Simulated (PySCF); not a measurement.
Ligand-field analysis of V(NH2)3

V(NH2)3: V(III) (d2), charge 0. The structure is a PBE0-D3(BJ)/def2-TZVP geometry optimised for multiplicity 3; coordination trigonal planar, point group Cs, metal–donor distances 1.86 Å.

```
10

V     0.0000    0.0000    0.0000
N     1.8498   -0.0718    0.2617
H     2.3027   -0.2215    1.1532
H     2.5364    0.2889   -0.3895
N    -0.9204   -1.5943    0.2602
H    -1.9224   -1.6748    0.3641
H    -0.4892   -2.5022    0.3641
N    -0.9871    1.5661    0.2617
H    -1.3432    1.8834    1.1532
H    -1.0180    2.3410   -0.3895
```

Method (PySCF 2.14, density fitting): CASSCF(2,5) with orbitals averaged over all microstates of the shell, strongly contracted NEVPT2 on the averaged canonical orbitals; basis x2c-TZVPall on the metal, x2c-SVPall elsewhere; spin-free X2C; gas phase; spin-orbit coupling by state interaction with the mean-field operator over all roots.

Spin-free states:

```csv
2S+1,deg.,symmetry,free-ion term,CASSCF / cm⁻¹,NEVPT2 / cm⁻¹,f(ED),occupations
3,1,3A'',3F 0.75,0,0,–,0.9 1.0 0.1 0.0 0.0
3,1,3A'',3F 0.86,2458,4756,7.4e-05,0.1 1.0 0.9 0.0 0.0
3,1,3A',3F 0.76,5223,6586,1.4e-05,0.8 0.1 0.9 0.1 0.0
1,1,1A',1G 0.70,10884,8750,–,1.2 0.8 0.0 0.0 0.0
1,1,1A'',1G 0.70,10789,8920,–,1.0 1.0 0.0 0.0 0.0
1,1,1A',1D 0.59,14114,12781,–,0.8 0.7 0.4 0.0 0.0
1,1,1A'',1D 0.64,14493,15065,–,0.1 0.9 0.9 0.1 0.0
3,1,3A'',3F 0.99,13227,15203,3.9e-04,0.9 0.0 0.0 1.0 0.0
1,1,1A',1G 0.76,15837,15351,–,0.9 0.1 1.0 0.0 0.0
3,1,3A',3F 0.83,15937,18396,6.1e-04,0.1 0.7 0.2 0.7 0.2
3,1,3A',3F 0.99,16186,18742,2.2e-05,0.9 0.1 0.0 0.1 0.9
3,1,3A'',3F 0.96,17996,21687,6.0e-05,0.0 0.5 0.5 0.5 0.5
3,1,3A'',3P 0.68,24193,25642,8.9e-04,0.1 0.5 0.5 0.5 0.4
1,1,1A',1D 0.61,25674,26008,–,0.2 0.3 1.2 0.1 0.2
1,1,1A'',1G 0.69,26204,26074,–,0.9 0.1 0.1 0.9 0.0
1,1,1A',1D 0.54,27001,27733,–,0.1 0.9 0.1 0.9 0.1
3,1,3A',3P 0.58,26427,28946,8.2e-05,0.1 0.1 0.9 0.1 0.8
1,1,1A',1G 0.72,29816,30337,–,0.8 0.1 0.2 0.1 0.8
1,1,1A'',1D 0.71,29073,30739,–,0.0 0.6 0.4 0.4 0.6
1,1,1A'',1G 0.98,33448,35028,–,0.0 0.4 0.6 0.6 0.4
1,1,1A',1G 0.77,36700,38883,–,0.0 0.1 0.9 0.1 0.9
3,1,3A'',3P 0.87,44332,46575,1.0e-04,0.0 0.0 0.0 1.0 1.0
1,1,1A',1G 0.93,49972,51760,–,0.0 0.0 0.0 1.4 0.6
1,1,1A'',1G 0.99,50523,53006,–,0.0 0.0 0.0 1.0 1.0
1,1,1A',1S 0.74,64269,61919,–,0.1 0.1 0.1 0.5 1.3
```

Energies are counted from the ground state at NEVPT2 level. Weights follow the labels. f(ED) is the electric-dipole oscillator strength from the ground state at the fixed geometry, without vibronic coupling; occupations, where given, run over the ligand-field orbitals from the lowest.

## Ligand-field fit

```json
{"cm⁻¹": "B", "CASSCF": "829"}
{"cm⁻¹": "B, free ion", "CASSCF": "1086"}
{"cm⁻¹": "C", "CASSCF": "3352"}
{"cm⁻¹": "C, free ion", "CASSCF": "4071"}
{"cm⁻¹": "rms of the fit", "CASSCF": "312"}
```

```json
{"orbital": "1", "CASSCF / cm⁻¹": "0", "metal share": "0.91", "main function": "z2 1.00"}
{"orbital": "2", "CASSCF / cm⁻¹": "796", "metal share": "0.97", "main function": "xz 0.71"}
{"orbital": "3", "CASSCF / cm⁻¹": "5648", "metal share": "0.91", "main function": "yz 0.75"}
{"orbital": "4", "CASSCF / cm⁻¹": "17980", "metal share": "0.82", "main function": "x2-y2 0.71"}
{"orbital": "5", "CASSCF / cm⁻¹": "21371", "metal share": "0.82", "main function": "xy 0.75"}
```

ζ = 167 cm⁻¹, against 209 for the free ion.

Spin-orbit levels:

| E / cm⁻¹ | deg. | make-up |
| --- | --- | --- |
| 0.0 | 1 | 1.00 3A'' |
| 4.3 | 1 | 1.00 3A'' |
| 8.8 | 1 | 1.00 3A'' |
| 4750.9 | 1 | 0.99 3A'' |
| 4760.7 | 1 | 0.99 3A'' |
| 4771.8 | 1 | 1.00 3A'' |
| 6591.8 | 1 | 0.98 3A' |
| 6597.6 | 1 | 1.00 3A' |
| 6607.0 | 1 | 0.99 3A' |
| 8781.1 | 1 | 0.99 1A' |
| 8937.9 | 1 | 1.00 1A'' |
| 12794.6 | 1 | 1.00 1A' |
| 15069.1 | 1 | 1.00 1A'' |
| 15162.2 | 1 | 0.80 3A'' + 0.20 1A' |
| 15209.8 | 1 | 1.00 3A'' |
| 15210.3 | 1 | 1.00 3A'' |

Only the lowest levels are listed: 16 of 45 states.

## Magnetism

The ground multiplet follows a spin Hamiltonian with S = 1, g = 1.857, 1.945, 1.998, D = -6.67 cm⁻¹, E/|D| = 0.32 (spin-orbit part alone); the lowest levels hold 100 % of the spin-free ground state. μeff is 2.81 μB at 300 K and 2.63 μB at 10 K; the spin-only value is 2.83 μB.

```csv
T / K,χT / cm³ K mol⁻¹,μeff / μB,"χT along axes a, b, c"
2,0.412,1.81,0.04 0.43 0.76
5,0.733,2.42,0.35 0.76 1.09
10,0.868,2.63,0.64 0.90 1.06
20,0.917,2.71,0.82 0.94 0.99
30,0.930,2.73,0.88 0.95 0.96
50,0.939,2.74,0.92 0.96 0.93
75,0.946,2.75,0.95 0.97 0.93
100,0.951,2.76,0.96 0.97 0.93
150,0.961,2.77,0.97 0.98 0.94
200,0.970,2.79,0.98 0.98 0.95
250,0.979,2.80,0.98 0.99 0.97
300,0.988,2.81,0.99 0.99 0.98
```

Axes in the frame of the coordinates: a = (0.46, 0.79, -0.40); b = (0.20, 0.35, 0.92); c = (-0.87, 0.50, 0.00).

Powder magnetisation at 2 K: 0.18 μB at 0.5 T, 0.36 μB at 1 T, 0.67 μB at 2 T, 0.93 μB at 3 T, 1.30 μB at 5 T, 1.54 μB at 7 T.

NEVPT2 lifts 3A'' from 2458 to 4756 cm⁻¹; on the d shell alone such lifts tend to overshoot. NEVPT2 on the d shell alone tends to put d–d bands too high for such charged or covalently bound ions.

The job took 5.8 s on one thread of Arm Neoverse V1 (shared host), with 120 basis functions, launched as `OMP_NUM_THREADS=1 python lf_run.py task.json out`.
